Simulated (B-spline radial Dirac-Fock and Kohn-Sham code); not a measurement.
## Auger parameter of iodine: the M5 level and its strongest M5-NN line

The computed values come from a radial atomic solver: Dirac-Fock ΔSCF + Breit + QED. The modified Auger parameter α′ is the binding energy plus the kinetic energy of the Auger electron; it does not depend on the energy zero. For free ions it tends to fall with charge, since less charge screens the final holes.

```csv
species,configuration,binding 3d5/2 (eV),Auger line,kinetic (eV),α′ (eV)
I⁻,[Kr] 4d10 5s2 5p6,619.1,N5N5 J=4,508.9,1128.0
I⁻ (Watson 1.87 Å),[Kr] 4d10 5s2 5p6,625.9,N5N5 J=4,501.5,1127.4
I⁻ (Watson 2.2 Å),[Kr] 4d10 5s2 5p6,625.2,N5N5 J=4,502.5,1127.7
I⁻ (Watson 2.64 Å),[Kr] 4d10 5s2 5p6,624.4,N5N5 J=4,503.5,1127.9
I,[Kr] 4d10 5s2 5p5,628.2,N5N5 J=4,498.4,1126.6
I⁺,[Kr] 4d10 5s2 5p4,638.7,N5N5 J=4,487.1,1125.7
I⁺ (Watson 1.8 Å),[Kr] 4d10 5s2 5p4,631.0,N5N5 J=4,494.9,1125.9
I⁺ (Watson 3 Å),[Kr] 4d10 5s2 5p4,633.9,N5N5 J=4,491.9,1125.7
I²⁺,[Kr] 4d10 5s2 5p3,650.3,N5N5 J=4,474.9,1125.2
I²⁺ (Watson 1.6 Å),[Kr] 4d10 5s2 5p3,633.1,N5N5 J=4,492.6,1125.7
I²⁺ (Watson 1.8 Å),[Kr] 4d10 5s2 5p3,634.7,N5N5 J=4,490.8,1125.4
I³⁺,[Kr] 4d10 5s2 5p2,662.9,N5N5 J=4,462.1,1125.0
I³⁺ (Watson 2 Å),[Kr] 4d10 5s2 5p2,641.4,N5N5 J=4,483.7,1125.1
I³⁺ (Watson 2.4 Å),[Kr] 4d10 5s2 5p2,644.9,N5N5 J=4,480.1,1125.0
I⁴⁺,[Kr] 4d10 5s2 5p1,676.5,N5N5 J=4,448.6,1125.2
I⁴⁺ (Watson 1.8 Å),[Kr] 4d10 5s2 5p1,644.6,N5N5 J=4,480.6,1125.2
I⁵⁺,[Kr] 4d10 5s2,690.9,N5N5 J=4,434.7,1125.6
I⁵⁺,[Kr] 4d10 5s1 5p1,692.2,N5N5 J=4,433.7,1125.9
I⁵⁺ (Watson 1.8 Å),[Kr] 4d10 5s2,651.0,N5N5 J=4,474.6,1125.6
I⁶⁺,[Kr] 4d10 5s1,707.4,N5N5 J=4,419.2,1126.6
I⁶⁺ (Watson 2.2 Å),[Kr] 4d10 5s1,668.1,N5N5 J=4,458.5,1126.6
I⁷⁺,[Kr] 4d10,724.5,N5N5 J=4,403.3,1127.9
I⁷⁺ (Watson 1.6 Å),[Kr] 4d10,661.5,N5N5 J=4,466.3,1127.9
I⁷⁺ (Watson 2.7 Å),[Kr] 4d10,687.2,N5N5 J=4,440.7,1127.9
```
